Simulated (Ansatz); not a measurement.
Basis-set extrapolation for C2H6AlClS (`C[S][Al]([CH3])[Cl]`) (PBE0-D4/def2-TZVP geometry, frozen core, Ansatz). Multiplicity 1, RHF reference.

|  | def2-TZVPP | def2-QZVPP |
| --- | --- | --- |
| HF | -1178.372622 | -1178.407200 |
| MP2 correlation | -0.792401 | -0.857010 |
| CCSD(T) correlation | -0.889849 | not run |

Energies in hartree. Use E(X) = E(∞) + A·exp(−7.88·√X) for Hartree–Fock and E(X) = E(∞) + B·X^(−2.97) for correlation, with X = 3 and 4, and add CCSD(T) minus MP2 of the smaller set to the MP2 limit.

Task: What is the CCSD(T) energy at the basis-set limit?

Result: HF limit: -1178.407200 + (-0.034578) × 0.13774 = -1178.41196. MP2 limit: -0.857010 + (-0.064609) × 0.74074 = -0.90487. Higher-order term: -0.889849 − (-0.792401) = -0.09745. Total: -1179.41428 hartree, 4.13 eV below CCSD(T)/def2-TZVPP.
